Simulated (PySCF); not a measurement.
Geometries of 4 isomers of C3H10OSi, from PBE0-D3(BJ)/def2-SVP geometry optimisation, gas phase (PySCF). One conformer each, no zero-point energy, no frequencies.

Question: Which is lowest in electronic energy at this level?
A.
```xyz
15
angstrom
C     -1.014    1.375    0.285
C     -0.331    0.029    0.441
C     -1.311   -1.121    0.571
O      0.487   -0.205   -0.696
Si     2.147   -0.246   -0.623
H     -1.661    1.594    1.148
H     -1.630    1.378   -0.627
H     -0.269    2.180    0.197
H      0.296    0.058    1.357
H     -0.775   -2.075    0.680
H     -1.966   -0.987    1.445
H     -1.938   -1.182   -0.332
H      2.619   -1.322    0.307
H      2.631   -0.518   -2.004
H      2.704    1.056   -0.135
```
B.
```xyz
15
angstrom
C      2.267   -0.328   -0.477
O      0.994    0.209   -0.303
C      0.300   -0.328    0.791
Si    -1.393    0.525    0.873
C     -2.269    0.328   -0.773
H      2.915   -0.150    0.405
H      2.233   -1.422   -0.657
H      2.725    0.156   -1.352
H      0.857   -0.179    1.741
H      0.166   -1.427    0.684
H     -1.195    1.972    1.196
H     -2.173   -0.102    1.989
H     -2.484   -0.732   -0.978
H     -1.615    0.705   -1.574
H     -3.218    0.885   -0.801
```
C.
```xyz
15
angstrom
C     -0.302    1.380   -1.089
Si    -0.218    0.018    0.202
C     -0.681   -1.632   -0.538
C      1.506   -0.045    0.945
O     -1.357    0.292    1.405
H      0.414    1.199   -1.906
H     -0.066    2.366   -0.654
H     -1.310    1.439   -1.527
H     -0.649   -2.425    0.225
H      0.011   -1.910   -1.349
H     -1.700   -1.603   -0.954
H      2.265   -0.247    0.172
H      1.775    0.907    1.431
H      1.574   -0.841    1.703
H     -1.271    1.117    1.890
```
D.
```xyz
15
angstrom
C      2.337    1.043    0.226
C      1.453   -0.178    0.326
O      0.136    0.167   -0.020
Si    -1.149   -0.895   -0.027
C     -2.658    0.068   -0.545
H      3.376    0.797    0.494
H      1.978    1.832    0.904
H      2.324    1.444   -0.798
H      1.832   -0.975   -0.344
H      1.489   -0.587    1.355
H     -1.330   -1.488    1.340
H     -0.876   -2.024   -0.976
H     -3.544   -0.585   -0.564
H     -2.520    0.495   -1.549
H     -2.851    0.893    0.157
```

Answer: C. That is `C[Si](C)(C)O`, 27.7 kcal/mol below the next.

```csv
SMILES,atoms numbered as above,E (Eh),relative (kcal/mol),relative (kJ/mol),dipole (D)
C[Si](C)(C)O,[CH3:1][Si:2]([CH3:3])([CH3:4])[OH:5],-484.55550,0.0,0.0,1.37
CCO[SiH2]C,[CH3:1][CH2:2][O:3][SiH2:4][CH3:5],-484.51140,27.7,115.8,0.23
CC(C)O[SiH3],[CH3:1][CH:2]([CH3:3])[O:4][SiH3:5],-484.49947,35.2,147.1,1.11
COC[SiH2]C,[CH3:1][O:2][CH2:3][SiH2:4][CH3:5],-484.45824,61.0,255.4,1.25
```

As drawn, the lowest has an O–H bond and an Si–O bond, which the highest lacks.
